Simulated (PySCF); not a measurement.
# From computed data to an observable: dipole moment from atomic charges

Mo(O)2(Me)(SH) (CH4MoO2S), SMILES [CH3][Mo](=[O])(=[O])[SH], multiplicity 1. Atoms are numbered in the order given.

```xyz
9

Mo     0.2650    -0.0198    -0.1119
O      1.4547     0.9155     0.5988
O      0.8749    -1.4921    -0.6137
C     -0.3044     0.9981    -1.8522
H     -0.6880     1.9958    -1.5847
H     -1.0861     0.4205    -2.3712
H      0.5631     1.1138    -2.5212
S     -1.5850    -0.3085     1.2801
H     -1.3679     0.8609     1.9289
```

Geometry optimised at PBE0-D3(BJ)/def2-SVP. The spin state was assumed, not searched. The structure was generated by enumeration; whether it is a known compound was not checked. The def2 effective core potentials stand for the cores of Mo; spin–orbit coupling is left out. Other conformers were not sampled.

Charges (e) from PBE0/def2-TZVP in PySCF:

```
atom  ESP fit  Mulliken
----  -------  --------
Mo1     1.015     1.391
O2     -0.415    -0.533
O3     -0.375    -0.534
C4     -0.715    -0.597
H5      0.173     0.159
H6      0.187     0.163
H7      0.227     0.169
S8     -0.277    -0.420
H9      0.180     0.204
```

The dipole moment of the full density is 2.84 D.

What dipole moment does each set of point charges give, and which comes closer to that of the density?


μ = Σ q r, and 1 e Å = 4.8032 D.
ESP fit: Σ q r = (-0.447, 0.363, -0.105) e Å, |μ| = 2.81 D.
Mulliken: Σ q r = (-0.497, 0.565, -0.250) e Å, |μ| = 3.81 D.
ESP fit comes closer in size. Point charges leave out the atoms' own dipoles (lone pairs, polarised bonds); fits to the potential absorb them, partitions of the density don't.
